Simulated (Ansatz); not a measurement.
Program: Ansatz. Geometries: PBE0-D4/def2-TZVP. ΔE: electronic, gas phase. CCSD(T)/CBS is the MP2 limit (def2-TZVPP, def2-QZVPP) plus CCSD(T) − MP2 in def2-TZVPP, frozen cores. Functionals use def2-TZVPP. B3LYP here is the variant with VWN-RPA as its local correlation; programs differ in this. Elements past krypton have def2 core potentials. For In outer-core shells are correlated without core-valence functions, which leaves a few kJ/mol of doubt a bond. One conformer a species, not always the lowest.

Consider the redistribution: `OC[SiH2]O[SiH3]` + `C[CH2][In]([F])[F]` → `CC[SiH2]O[SiH3]` + `O[CH2][In]([F])[F]`.

CCSD(T)/CBS gives +2.1 kcal/mol.

Q: Another level gave +0.4 kcal/mol. Which?
A. ωB97X-V/def2-TZVPP
B. B3LYP/def2-TZVPP
C. PBE/def2-TZVPP
D. HF/def2-TZVPP

A: B. B3LYP 0.4, ωB97X-V 1.9, PBE -1.4, HF/def2-TZVPP 4.5 kcal/mol.

Largest T1 diagnostic among the species: 0.016.

From PBE to PBE0 (25 % exact exchange), in def2-TZVPP and without D4, ΔE moves by +1.7 kcal/mol. In def2-TZVPP, CCSD(T) changes the Hartree–Fock value by −2.4 kcal/mol (the triples alone add −0.6 kcal/mol) and MP2 by −2.4 kcal/mol.
